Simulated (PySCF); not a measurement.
Computed shifts of a molecule C2H10Si2, PySCF with KT2/pcSseg-1, GIAO, gas phase, atoms alike by connectivity averaged where their shifts nearly agree, in ppm (number of nuclei): ²⁹Si: -39.8 (1), -107.8 (1). ¹³C: -1.4 (2). ¹H: 4.64 (1), 3.68 (3), 0.61 (6). References: ²⁹Si against TMS (σ = 361.9 ppm); ¹³C against TMS (σ = 185.1 ppm); ¹H against TMS (σ = 31.47 ppm), references at their B3LYP-D3(BJ)/def2-TZVP geometries, non-relativistic. Geometry: r2SCAN-D4/def2-SVP. The values are those of a single conformer.

Q: Pick the molecule that these values belong to.
(A) [SiH3]CC[SiH3]
(B) C[SiH](C)[SiH3]
(C) CC[SiH2][SiH3]
(D) C[SiH2]C[SiH3]

A: B, C[SiH](C)[SiH3]
